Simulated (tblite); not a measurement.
Species: C2H10FNSi2.
Cartesian coordinates in Å at the GFN2-xTB level; atoms count from 1:
```
atom  x, y, z in Å
N1     2.8355   -0.8463    0.9159
Si2    1.7982   -0.2046   -0.2930
C3     0.0670   -0.1796    0.5322
F4     0.1427    0.6085    1.6869
C5    -1.0351    0.3654   -0.3601
Si6   -2.7248    0.4566    0.5182
H7     3.8114   -0.9855    0.7124
H8     2.7218   -0.5253    1.8649
H9     2.0823    1.1577   -0.7662
H10    1.7964   -1.1506   -1.4083
H11   -0.2105   -1.1745    0.8991
H12   -0.7432    1.3557   -0.7144
H13   -1.0955   -0.2777   -1.2386
H14   -3.0829   -0.8939    0.9617
H15   -2.6562    1.3630    1.6609
H16   -3.7147    0.9400   -0.4480
```

Method: GFN2-xTB as coded in tblite; computed harmonic values from a numerical Hessian at the method's own geometry, unscaled. Against measured fundamentals such values can be off by several per cent, at times by over 20. Modes of hydrogen on silicon can be 10 to 20 % off. One conformer, not necessarily the lowest.

Harmonic wavenumbers (cm⁻¹): 42.0, 53.5, 103.1, 117.9, 178.5, 226.4, 244.9, 296.0, 398.6, 503.8, 515.3, 527.2, 550.1, 573.1, 704.8, 723.4, 749.2, 771.3, 784.5, 789.1, 792.5, 798.0, 834.0, 915.4, 959.4, 1069.3, 1139.2, 1200.2, 1280.2, 1314.8, 1469.3, 1512.1, 2201.6, 2248.2, 2253.1, 2273.0, 2301.9, 2909.9, 2972.1, 2988.8, 3467.1, 3507.1.

A = 5767, B = 968.4, C = 879.6 MHz; mass 123.034 u (most abundant isotopes); point group C1, symmetry number 1.

**Question.** What is the zero-point energy?

**Answer.** Half the sum of the wavenumbers: 24630 cm⁻¹ = 70.42 kcal/mol.

**Question.** Give the ideal-gas entropy at 400 K and 1 bar in the rigid-rotor, harmonic-oscillator model (classical rotation).

**Answer.** Translation 41.82, rotation 29.45, vibration 40.56: S = 111.8 cal/(mol K).

**Question.** And Cp and H(400 K) − H(0)?

**Answer.** Cp = 47.11 cal/(mol K), of which vibrations give 39.16 (their classical limit is 42 R = 83.5); H(400 K) − H(0) = 11.43 kcal/mol without the zero-point energy, 8.25 from vibrations.

**Question.** How do the functions run with temperature in this model?

**Answer.** 
```tsv
T (K)	S (cal/(mol K))	Cp (cal/(mol K))	H − H(0) (kcal/mol)	G − H(0) (kcal/mol)	ln q(vib)
50	58.6	13.7	0.52	-2.41	0.69
100	69.8	18.9	1.34	-5.64	2.04
298.15	99.2	38.7	7.04	-22.55	7.37
373.15	108.6	45.1	10.19	-30.35	9.34
500	123.1	53.5	16.47	-45.06	12.59
750	147.1	64.7	31.36	-78.94	18.58
1000	166.7	71.9	48.50	-118.24	23.97
```

q(vib) and H(0) count from the zero-point level.

**Question.** Which modes carry the vibrational entropy at 400 K?

**Answer.** 42.0 cm⁻¹: 5.74; 53.5 cm⁻¹: 5.27; 103.1 cm⁻¹: 3.97; 117.9 cm⁻¹: 3.71; 178.5 cm⁻¹: 2.90; 226.4 cm⁻¹: 2.45 cal/(mol K); the other 36 give 16.53 together.

Hindered rotation and anharmonicity are outside this model. Other conformers, if any are populated, would add a mixing term that is left out. The structure is chiral; the term R ln 2 for an equal mix with its mirror image is left out.
